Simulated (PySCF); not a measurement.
A GIAO shielding run with PySCF 2.14.0 with density-fitted response routines (density fitting, non-relativistic, gas phase) on `InChI=1S/C4H9ClSSi2/c1-3-4(2)7-6-8-5/h3H,1-2,7-8H2`:

```
$ OMP_NUM_THREADS=1 python probes_run.py task.json out

{"job": {"kind": "nmr", "xc": "PBE0", "basis": "pcSseg-1"}, "charge": 0, "multiplicity": 1}
C     -1.971600    -0.977405     0.883528
C     -1.714370    -0.346372    -0.255374
C     -0.720462     0.703762    -0.426479
C     -0.521652     1.231674    -1.637836
Si     0.305281     1.315703     1.040728
S      1.556159    -0.283169     1.814601
Si     2.240133    -1.302199     0.064133
Cl     3.035850    -0.031108    -1.279631
H     -1.441806    -0.755276     1.795333
H     -2.721511    -1.748267     0.942456
H     -2.267752    -0.611504    -1.149858
H     -1.079832     0.903915    -2.502476
H      0.203849     2.007677    -1.811938
H     -0.484965     1.690949     2.204819
H      1.201716     2.381244     0.603688
H      3.262424    -2.197648     0.568209
H      1.111539    -1.969948    -0.564891
```

Hardware: 1 thread of an Arm Neoverse N1, shared host. The job also computes population analyses, field gradients.

(1) How large is the calculation?

(2) How long does it take, and how much memory does it need?

## Answers

(1) 94 electrons, 209 basis functions and 1178 auxiliary functions.

(2) 90 s of wall time, with 14 SCF cycles and 5 response iterations; peak memory 0.95 GiB. Times on a shared host scatter by some tens of per cent.
